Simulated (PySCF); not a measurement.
C4H11ClSi.
SMILES with atom numbers: `[CH3:1][SiH2:2][C@@H:3]([CH3:4])[CH2:5][Cl:6]` (hydrogens: H7, H8, H9 on C1; H10, H11 on Si2; H12 on C3; H13, H14, H15 on C4; H16, H17 on C5)

Computed with PySCF at PBE0/pcSseg-1 and CAM-B3LYP/def2-SVPD, non-relativistic, on one gas-phase PBE0-D3(BJ)/def2-SVP geometry that isn't relaxed in the solvent. The solvent is an IEF-PCM continuum (cavity from Bondi-type radii × 1.2). The model holds no explicit solvent molecules, cavitation or dispersion.

Gas phase at PBE0/pcSseg-1: HOMO -8.23 eV, LUMO 0.81 eV, dipole 2.08 D.

Q: What does the continuum do to the energy, the frontier levels and the dipole at PBE0/pcSseg-1 in chloroform?

A: 
| solvent | ε | E(solvent) − E(gas) (kcal/mol) | polarisation term (kcal/mol) | distortion of the solute (kcal/mol) | HOMO (eV) | LUMO (eV) | dipole (D) |
| --- | --- | --- | --- | --- | --- | --- | --- |
| chloroform | 4.711 | -2.10 | -2.40 | 0.30 | -8.11 | 0.92 | 2.66 |

The first energy column is the sum of the next two and covers electrostatics alone.

Q: Which radius a makes the point-dipole formula ΔE = −[(ε − 1)/(2ε + 1)]·μ²/a³ give the value in chloroform, with the gas-phase dipole?

A: μ = 0.817 au and |ΔE| = 0.00335 Eh give a = 2.19 Å; the farthest nucleus lies 3.34 Å from the centroid of the nuclei, so such a sphere wouldn't even hold the nuclei. The formula assumes a rigid point dipole at the centre of a sphere.

Q: Which Hirshfeld charges (PBE0/pcSseg-1) respond most in chloroform (means over atoms taken as equivalent)?

A: 
```
atoms                  environment  gas (e)  solvent (e)  change
  Cl6               alkyl chlorine   -0.054       -0.074  -0.020
  H12             methine hydrogen   +0.043       +0.050  +0.007
  H17           methylene hydrogen   +0.047       +0.053  +0.006
  H10                Si–H hydrogen   -0.085       -0.091  -0.006
  H16           methylene hydrogen   +0.046       +0.052  +0.006
   C5              sp3 C–Cl carbon   -0.028       -0.024  +0.004
  H11                Si–H hydrogen   -0.089       -0.091  -0.002
   C3  sp3 carbon bound to silicon   -0.111       -0.109  +0.002
```

Q: Which Mayer bond orders change most in chloroform?

A: 
```csv
bond,length (Å),gas,solvent,change
C5–Cl6,1.800,0.971,0.944,-0.027
C1–Si2,1.879,0.960,0.966,+0.006
Si2–C3,1.909,0.854,0.860,+0.006
Si2–H10,1.495,0.953,0.948,-0.005
C3–C5,1.518,1.020,1.024,+0.004
C3–H12,1.107,0.918,0.914,-0.004
C5–H17,1.099,0.939,0.936,-0.003
C1–H7,1.100,0.959,0.957,-0.002
```

Q: How do the nuclear quadrupole coupling constants eQVzz/h respond in chloroform?

A: 
```tsv
nucleus	Q (barn)	gas (MHz)	solvent (MHz)	η gas	η solvent
35Cl at Cl6	-0.0817	-73.14	-70.51	0.02	0.02
```

Gas phase at CAM-B3LYP/def2-SVPD: HOMO -9.57 eV, LUMO 1.11 eV, dipole 2.05 D.

Q: What does the continuum do to the energy, the frontier levels and the dipole at CAM-B3LYP/def2-SVPD in chloroform?

A: 
| solvent | ε | E(solvent) − E(gas) (kcal/mol) | polarisation term (kcal/mol) | distortion of the solute (kcal/mol) | HOMO (eV) | LUMO (eV) | dipole (D) |
| --- | --- | --- | --- | --- | --- | --- | --- |
| chloroform | 4.711 | -2.16 | -2.51 | 0.35 | -9.42 | 1.23 | 2.69 |

Q: How does the static polarisability (CAM-B3LYP/def2-SVPD, frozen core, with the continuum's full static response) change?

A: 
```csv
medium,isotropic (au),principal values (au),⟨r²⟩ of the electrons (bohr²)
gas,89.8,"82.1, 92.4, 94.9",1065.3
chloroform,112.1,"105.0, 115.2, 115.9",1065.6
```

The isotropic value in chloroform is 1.25 times the gas-phase one; no cavity-field correction is applied. ⟨r²⟩ is taken about the centre of nuclear charge.

Shape of the structure used: `[CH3:1][SiH2:2][C@@H:3]([CH3:4])[CH2:5][Cl:6]`: C1–Si2–C3–C4 -167°, Si2–C3–C5–Cl6 -57°.
